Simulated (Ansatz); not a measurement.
One change: `B[N](C)[GeH3]` becomes `BN(C)[SiH2]C`.

Ansatz, PBE0-D4/def2-TZVP geometries, multiplicity 1. Each molecule was computed in one conformer, which needn't be the lowest.

Scalar relativity is left out up to krypton.

| property | `B[N](C)[GeH3]` |
| --- | --- |
| HOMO–LUMO gap (B3LYP/def2-TZVPP) / eV | 7.41 |
| HOMO–LUMO gap (PBE0/def2-TZVPP) / eV | 7.87 |
| zero-point energy (PBE0-D4/def2-TZVP) / kJ/mol | 235.5 |
| LUMO energy (PBE0/def2-TZVPP) / eV | 0.07 |
| ideal-gas entropy at 298 K and 1 bar (rigid rotor, harmonic PBE0-D4/def2-TZVP) / J/(mol·K) | 334 |
| HOMO energy (B3LYP/def2-TZVPP) / eV | -7.58 |

**Question.** What does the change do to each property? (An estimate is asked.)

**Answer.** The calculation gave: 
```json
{"property": "HOMO–LUMO gap (B3LYP/def2-TZVPP) / eV", "`BN(C)[SiH2]C`": "7.35", "shift": "-0.06"}
{"property": "HOMO–LUMO gap (PBE0/def2-TZVPP) / eV", "`BN(C)[SiH2]C`": "7.80", "shift": "-0.07"}
{"property": "zero-point energy (PBE0-D4/def2-TZVP) / kJ/mol", "`BN(C)[SiH2]C`": "316.4", "shift": "80.9"}
{"property": "LUMO energy (PBE0/def2-TZVPP) / eV", "`BN(C)[SiH2]C`": "-0.04", "shift": "-0.11"}
{"property": "ideal-gas entropy at 298 K and 1 bar (rigid rotor, harmonic PBE0-D4/def2-TZVP) / J/(mol·K)", "`BN(C)[SiH2]C`": "361", "shift": "27"}
{"property": "HOMO energy (B3LYP/def2-TZVPP) / eV", "`BN(C)[SiH2]C`": "-7.62", "shift": "-0.04"}
```

The zero-point energy changes by 80.9 kJ/mol with +9 modes. Modes under 60 cm⁻¹, often nearly free rotors, make the harmonic entropy too high.

B3LYP here is the variant with VWN-RPA as its local correlation; programs differ in this.
